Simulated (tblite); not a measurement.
Compound: C5H6ClNO.
SMILES with atom numbers: `[NH2:1]/[CH:2]=[C:3]([Cl:4])\[CH:5]=[CH:6]\[CH:7]=[O:8]` (hydrogens: H9, H10 on N1; H11 on C2; H12 on C5; H13 on C6; H14 on C7)

Computed with GFN2-xTB (tblite), gas phase: L-BFGS steps from a force-field or distance-geometry start until the largest atomic force falls under 0.01 eV/Å.

Step 38: E = -686.7094 eV
```
atom  x, y, z in Å  |  force x, y, z in eV/Å
N1     -2.3412    0.3754   -1.0171   -0.024  -0.041   0.050
C2     -2.0133    0.3271    0.2936    0.020  -0.036   0.022
C3     -0.7800    0.0682    0.7991    0.038   0.064  -0.006
Cl4    -0.6557    0.0487    2.5338    0.018  -0.053   0.118
C5      0.4162   -0.1181    0.0506    0.003   0.051  -0.030
C6      1.6551   -0.3514    0.5329   -0.019   0.024   0.002
C7      2.8035   -0.4257   -0.3436   -0.062  -0.004   0.026
O8      3.9495   -0.5846    0.0083   -0.030  -0.013  -0.039
H9     -1.6268    0.3140   -1.7184   -0.005   0.008  -0.054
H10    -3.2627    0.6578   -1.2880   -0.032   0.032  -0.053
H11    -2.8356    0.4809    0.9796    0.032  -0.012  -0.030
H12     0.3044   -0.0289   -1.0236    0.009  -0.011  -0.039
H13     1.8373   -0.4616    1.5918   -0.005   0.017  -0.015
H14     2.5487   -0.3021   -1.4210    0.057  -0.026   0.047
```

Step 39: E = -686.7110 eV
```
atom  x, y, z in Å  |  force x, y, z in eV/Å
N1     -2.3466    0.3735   -1.0175   -0.004  -0.060   0.115
C2     -2.0163    0.3215    0.2933    0.027  -0.020   0.034
C3     -0.7793    0.0743    0.7968    0.034   0.048   0.005
Cl4    -0.6511    0.0528    2.5330    0.006  -0.052   0.079
C5      0.4168   -0.1101    0.0470   -0.006   0.047  -0.034
C6      1.6549   -0.3471    0.5291   -0.019   0.032   0.015
C7      2.8063   -0.4307   -0.3414   -0.044  -0.004   0.014
O8      3.9506   -0.5926    0.0142   -0.022  -0.017  -0.004
H9     -1.6285    0.3250   -1.7149    0.008   0.012  -0.090
H10    -3.2670    0.6595   -1.2880   -0.041   0.032  -0.046
H11    -2.8372    0.4626    0.9841    0.027  -0.003  -0.050
H12     0.3034   -0.0218   -1.0266    0.010  -0.012  -0.057
H13     1.8337   -0.4539    1.5878    0.004   0.009   0.028
H14     2.5596   -0.3134   -1.4191    0.021  -0.015  -0.009
```

Step 40: E = -686.7122 eV
```
atom  x, y, z in Å  |  force x, y, z in eV/Å
N1     -2.3515    0.3711   -1.0165    0.076  -0.079   0.083
C2     -2.0182    0.3163    0.2939    0.035   0.001   0.032
C3     -0.7780    0.0802    0.7955    0.021   0.030   0.018
Cl4    -0.6468    0.0551    2.5341   -0.002  -0.049   0.021
C5      0.4171   -0.1025    0.0433   -0.008   0.038  -0.022
C6      1.6541   -0.3428    0.5263   -0.015   0.036   0.017
C7      2.8077   -0.4346   -0.3394   -0.016  -0.003  -0.001
O8      3.9508   -0.5994    0.0190   -0.016  -0.021   0.029
H9     -1.6302    0.3337   -1.7135   -0.032   0.017  -0.053
H10    -3.2697    0.6619   -1.2886   -0.053   0.033  -0.027
H11    -2.8383    0.4472    0.9869    0.011   0.005  -0.044
H12     0.3026   -0.0161   -1.0304    0.012  -0.010  -0.052
H13     1.8307   -0.4474    1.5850    0.005   0.007   0.048
H14     2.5689   -0.3229   -1.4178   -0.017  -0.005  -0.048
```

Step 41: E = -686.7131 eV
```
atom  x, y, z in Å  |  force x, y, z in eV/Å
N1     -2.3516    0.3678   -1.0148    0.007  -0.075   0.090
C2     -2.0186    0.3131    0.2960    0.029   0.017   0.015
C3     -0.7768    0.0849    0.7966    0.021   0.008   0.031
Cl4    -0.6434    0.0521    2.5373   -0.007  -0.042  -0.037
C5      0.4163   -0.0959    0.0404   -0.005   0.025  -0.004
C6      1.6524   -0.3382    0.5245   -0.007   0.036   0.014
C7      2.8067   -0.4364   -0.3392    0.011  -0.002  -0.008
O8      3.9489   -0.6037    0.0214   -0.014  -0.023   0.042
H9     -1.6320    0.3289   -1.7114    0.035   0.018  -0.085
H10    -3.2646    0.6713   -1.2928   -0.043   0.019   0.015
H11    -2.8393    0.4372    0.9887   -0.005   0.016  -0.035
H12     0.3008   -0.0118   -1.0340    0.012  -0.005  -0.025
H13     1.8276   -0.4415    1.5839    0.005   0.008   0.038
H14     2.5730   -0.3282   -1.4187   -0.039  -0.001  -0.054
```

Q: Estimate the geometry and energy of step 42. (The exact step hangs on the optimiser's Hessian estimate; all steps are aligned on step 41, rigid shifts and turns removed.)

A: E = -686.7138 eV, largest force 0.148 eV/Å
```
atom  x, y, z in Å  |  force x, y, z in eV/Å
N1     -2.3550    0.3627   -1.0128    0.117  -0.078  -0.047
C2     -2.0187    0.3107    0.2975    0.021   0.033  -0.017
C3     -0.7756    0.0876    0.7969    0.005   0.000   0.024
Cl4    -0.6433    0.0504    2.5383    0.000  -0.038  -0.056
C5      0.4165   -0.0915    0.0384    0.011   0.013   0.011
C6      1.6520   -0.3347    0.5239    0.000   0.032   0.003
C7      2.8068   -0.4378   -0.3390    0.017   0.002  -0.013
O8      3.9480   -0.6074    0.0239   -0.015  -0.023   0.041
H9     -1.6321    0.3312   -1.7121   -0.074   0.022   0.029
H10    -3.2650    0.6751   -1.2934   -0.021   0.011   0.044
H11    -2.8396    0.4327    0.9890   -0.021   0.016  -0.006
H12     0.3017   -0.0090   -1.0368    0.008  -0.003   0.001
H13     1.8273   -0.4380    1.5839   -0.002   0.013   0.019
H14     2.5763   -0.3324   -1.4200   -0.046  -0.001  -0.034
```

The energy changes by -0.0006 eV. The first-order estimate −F·Δx gives -0.0012 eV and the mean of the old and new forces, exact on a quadratic surface, -0.0006 eV. The step makes an angle of 68° with the force vector and moves no atom by more than 0.006 Å.

What follows is the cost of the whole relaxation. Hardware: an Arm Neoverse V2 with one thread, shared host with 192 logical CPUs at a one-minute load of 87. Cost: 0.39 s of wall time.
